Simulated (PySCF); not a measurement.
CH4AlBrO (SMILES C[O][AlH][Br]), singlet, at a GFN2-xTB geometry (such geometries of metal compounds can be far from the true shape), with bond 2-1 at 2.4 times its length; CASSCF(6,7)/6-31G in PySCF.

The PySCF input:
```python
from pyscf import gto, scf, mcscf
import numpy

mol = gto.M(
    atom='''
Al   -0.76522894   -0.52911199   -0.23638920
H    -3.90384845   -2.08150464    0.66728561
Br    0.35343815    0.64257846    1.31982831
O    -0.24192006   -0.72810017   -1.77752910
C     0.14253641   -0.93834481   -3.11027801
H     1.02331037   -1.58221410   -3.14194263
H    -0.67216478   -1.41629168   -3.65648115
H     0.37962441    0.01752831   -3.58074878
''',
    basis='6-31g',
    verbose=4,
)

mf = scf.RHF(mol)
mf.kernel()
mc = mcscf.CASSCF(mf, 7, 6)
mc.fix_spin_(ss=0.0)
mc.kernel()
occ = numpy.linalg.eigvalsh(mc.fcisolver.make_rdm1(mc.ci, mc.ncas, mc.nelecas))[::-1]
ss = mc.fcisolver.spin_square(mc.ci, mc.ncas, mc.nelecas)[0]
print('natural occupations', occ.round(4), ' <S^2>', round(ss, 4))
```

What the program printed (banner, timings and long lists left out):

```
PySCF version 2.14.0

[INPUT] verbose = 4
[INPUT] num. atoms = 8
[INPUT] num. electrons = 66
[INPUT] charge = 0
[INPUT] spin (= nelec alpha-beta = 2S) = 0
[INPUT] symmetry False subgroup None
[INPUT] Mole.unit = angstrom
[INPUT] Symbol           X                Y                Z      unit          X                Y                Z       unit  Magmom
[...]
nuclear repulsion = 278.82278261944
number of shells = 36
number of NR pGTOs = 196
number of NR cGTOs = 66
basis = 6-31g
ecp = {}

******** <class 'pyscf.scf.hf.RHF'> ********
method = RHF
initial guess = minao
damping factor = 0
level_shift factor = 0
DIIS = <class 'pyscf.scf.diis.CDIIS'>
diis_start_cycle = 1
diis_space = 8
diis_damp = 0
SCF conv_tol = 1e-09
SCF conv_tol_grad = None
SCF max_cycles = 50
direct_scf = True
direct_scf_tol = 1e-13
Set gradient conv threshold to 3.16228e-05
Initial guess from minao.
init E= -2928.0405766876
[...]
cycle= 1 E= -2928.76436971817  delta_E= -0.724  |g|= 0.549  |ddm|= 2.56
[...]
cycle= 2 E= -2928.83025549223  delta_E= -0.0659  |g|= 0.318  |ddm|= 0.958
[...]
cycle= 3 E= -2928.85236700234  delta_E= -0.0221  |g|= 0.0455  |ddm|= 0.309
[...]
cycle= 4 E= -2928.8532019092  delta_E= -0.000835  |g|= 0.016  |ddm|= 0.0949
[...]
cycle= 5 E= -2928.85331950406  delta_E= -0.000118  |g|= 0.00263  |ddm|= 0.0339
[...]
cycle= 6 E= -2928.8533269137  delta_E= -7.41e-06  |g|= 0.000848  |ddm|= 0.0118
[...]
cycle= 7 E= -2928.85332750864  delta_E= -5.95e-07  |g|= 0.00025  |ddm|= 0.00291
[...]
cycle= 8 E= -2928.85332755846  delta_E= -4.98e-08  |g|= 9.74e-05  |ddm|= 0.000738
[...]
cycle= 9 E= -2928.85332756714  delta_E= -8.68e-09  |g|= 2.63e-05  |ddm|= 0.000283
[...]
cycle= 10 E= -2928.85332756779  delta_E= -6.53e-10  |g|= 6.24e-06  |ddm|= 8.31e-05
[...]
Extra cycle  E= -2928.85332756782  delta_E= -3.09e-11  |g|= 2.92e-06  |ddm|= 1.54e-05
converged SCF energy = -2928.85332756782

******** <class 'pyscf.mcscf.mc1step.CASSCF'> ********
CAS (3e+3e, 7o), ncore = 30, nvir = 29
max_cycle_macro = 50
max_cycle_micro = 4
conv_tol = 1e-07
conv_tol_grad = None
orbital rotation max_stepsize = 0.02
orbital rotation threshold for CI restart = 0.01
augmented hessian ah_max_cycle = 30
augmented hessian ah_conv_tol = 1e-12
augmented hessian ah_linear dependence = 1e-14
augmented hessian ah_level shift = 1e-08
augmented hessian ah_start_tol = 2.5
augmented hessian ah_start_cycle = 3
augmented hessian ah_grad_trust_region = 3
kf_trust_region = 3
kf_interval = 4
ci_response_space = 4
ci_grad_trust_region = 3
with_dep4 0
natorb = False
canonicalization = True
sorting_mo_energy = False
ao2mo_level = 2
internal_rotation = False
******** <class 'pyscf.fci.addons.SpinPenaltyFCISolver'> ********
max. cycles = 50
conv_tol = 1e-08
davidson only = True
linear dependence = 1e-12
level shift = 0.001
max iter space = 12
nroots = 1
pspace_size = 400
spin = None
CASCI E = -2928.93111908979  S^2 = 0.0000000
Set conv_tol_grad to 0.000316228
macro iter   1 ( 21 JK    4 micro), CASSCF E = -2928.94992292903  dE = -1.88038392e-02  S^2 = 0.0000000
               |grad[o]|=0.106  |grad[c]|=0.0209  |ddm|=0.0691  |maxRot[o]|= 0.29
macro iter   2 ( 21 JK    4 micro), CASSCF E = -2928.95360633581  dE = -3.68340678e-03  S^2 = 0.0000000
               |grad[o]|=0.0311  |grad[c]|=0.0148  |ddm|=0.00968  |maxRot[o]|=0.211
macro iter   3 ( 21 JK    4 micro), CASSCF E = -2928.95572226919  dE = -2.11593337e-03  S^2 = 0.0000000
               |grad[o]|=0.0198  |grad[c]|=0.00527  |ddm|=0.00697  |maxRot[o]|=0.137
macro iter   4 ( 21 JK    4 micro), CASSCF E = -2928.95693459458  dE = -1.21232540e-03  S^2 = 0.0000000
               |grad[o]|=0.0127  |grad[c]|=0.00515  |ddm|=0.00809  |maxRot[o]|=0.115
macro iter   5 (  7 JK    2 micro), CASSCF E = -2928.95794810619  dE = -1.01351160e-03  S^2 = 0.0000000
               |grad[o]|=0.00841  |grad[c]|=0.00695  |ddm|=0.0061  |maxRot[o]|=0.0699
macro iter   6 ( 21 JK    4 micro), CASSCF E = -2928.95871180312  dE = -7.63696936e-04  S^2 = 0.0000000
[...]
               |grad[o]|=0.00581  |grad[c]|=0.0059  |ddm|=0.00198  |maxRot[o]|=0.0835
macro iter   9 (  7 JK    2 micro), CASSCF E = -2928.96008372097  dE = -8.93128286e-04  S^2 = 0.0000000
               |grad[o]|=0.00575  |grad[c]|=0.00258  |ddm|=0.00508  |maxRot[o]|=0.0699
macro iter  10 ( 21 JK    4 micro), CASSCF E = -2928.96082321533  dE = -7.39494358e-04  S^2 = 0.0000000
               |grad[o]|=0.00502  |grad[c]|=0.00598  |ddm|=0.00178  |maxRot[o]|=0.112
macro iter  11 ( 21 JK    4 micro), CASSCF E = -2928.96160760706  dE = -7.84391731e-04  S^2 = 0.0000000
               |grad[o]|=0.00459  |grad[c]|=0.00553  |ddm|=0.00207  |maxRot[o]|= 0.12
macro iter  12 ( 21 JK    4 micro), CASSCF E = -2928.96225962997  dE = -6.52022913e-04  S^2 = 0.0000000
               |grad[o]|=0.00402  |grad[c]|=0.00495  |ddm|=0.00229  |maxRot[o]|= 0.11
macro iter  13 ( 21 JK    4 micro), CASSCF E = -2928.96269728689  dE = -4.37656921e-04  S^2 = 0.0000000
               |grad[o]|=0.00318  |grad[c]|=0.00436  |ddm|=0.00205  |maxRot[o]|=0.171
macro iter  14 ( 21 JK    4 micro), CASSCF E = -2928.96303963939  dE = -3.42352499e-04  S^2 = 0.0000000
               |grad[o]|=0.00232  |grad[c]|=0.00443  |ddm|=0.0071  |maxRot[o]|= 0.31
macro iter  15 ( 21 JK    4 micro), CASSCF E = -2928.96321275281  dE = -1.73113418e-04  S^2 = 0.0000000
               |grad[o]|=0.00223  |grad[c]|=0.00318  |ddm|=0.00145  |maxRot[o]|=0.155
macro iter  16 ( 20 JK    4 micro), CASSCF E = -2928.96339909897  dE = -1.86346162e-04  S^2 = 0.0000000
               |grad[o]|=0.00119  |grad[c]|=0.00423  |ddm|=0.00265  |maxRot[o]|=0.249
macro iter  17 ( 18 JK    4 micro), CASSCF E = -2928.96346719170  dE = -6.80927260e-05  S^2 = 0.0000000
               |grad[o]|=0.000648  |grad[c]|=0.00277  |ddm|=0.00301  |maxRot[o]|=0.151
macro iter  18 ( 21 JK    4 micro), CASSCF E = -2928.96363738463  dE = -1.70192939e-04  S^2 = 0.0000000
               |grad[o]|=0.000359  |grad[c]|=0.00478  |ddm|=0.0027  |maxRot[o]|=0.285
macro iter  19 ( 21 JK    4 micro), CASSCF E = -2928.96399039676  dE = -3.53012128e-04  S^2 = 0.0000000
               |grad[o]|=0.000721  |grad[c]|=0.00456  |ddm|=0.00447  |maxRot[o]|=0.311
macro iter  20 ( 20 JK    4 micro), CASSCF E = -2928.96418960712  dE = -1.99210363e-04  S^2 = 0.0000000
               |grad[o]|=0.000929  |grad[c]|=0.00366  |ddm|=0.00429  |maxRot[o]|=0.293
macro iter  21 ( 20 JK    4 micro), CASSCF E = -2928.96420297159  dE = -1.33644662e-05  S^2 = 0.0000000
               |grad[o]|=0.000345  |grad[c]|=0.00111  |ddm|=0.00137  |maxRot[o]|=0.0852
macro iter  22 ( 12 JK    2 micro), CASSCF E = -2928.96420565254  dE = -2.68094936e-06  S^2 = 0.0000000
               |grad[o]|=0.00039  |grad[c]|=0.000404  |ddm|=0.00046  |maxRot[o]|=0.016
macro iter  23 (  7 JK    1 micro), CASSCF E = -2928.96420613259  dE = -4.80045856e-07  S^2 = 0.0000000
               |grad[o]|=6.62e-05  |grad[c]|=0.000468  |ddm|=0.000186  |maxRot[o]|=0.00623
macro iter  24 (  7 JK    1 micro), CASSCF E = -2928.96420642585  dE = -2.93260200e-07  S^2 = 0.0000000
               |grad[o]|=4.24e-05  |grad[c]|=0.000374  |ddm|=0.000139  |maxRot[o]|=0.0053
macro iter  25 (  6 JK    1 micro), CASSCF E = -2928.96420661282  dE = -1.86973011e-07  S^2 = 0.0000000
               |grad[o]|=3.38e-05  |grad[c]|=0.000304  |ddm|=0.000108  |maxRot[o]|=0.00441
macro iter  26 (  1 JK    1 micro), CASSCF E = -2928.96420661321  dE = -3.87444743e-10  S^2 = 0.0000000
               |grad[o]|=2.7e-05  |grad[c]|=2.92e-05  |ddm|=    0  |maxRot[o]|=    0
1-step CASSCF converged in  26 macro (440 JK  86 micro) steps
CASSCF canonicalization
Density matrix diagonal elements [1.98702156 1.98008525 1.35559747 0.63223822 0.01382589 0.02774696
 0.00348466]
CASSCF energy = -2928.96420661321
CASCI E = -2928.96420661321  E(CI) = -6.58735605090305  S^2 = 0.0000000
natural occupations [1.9878 1.9817 1.3625 0.6379 0.0138 0.0133 0.0029]  <S^2> 0.0
```
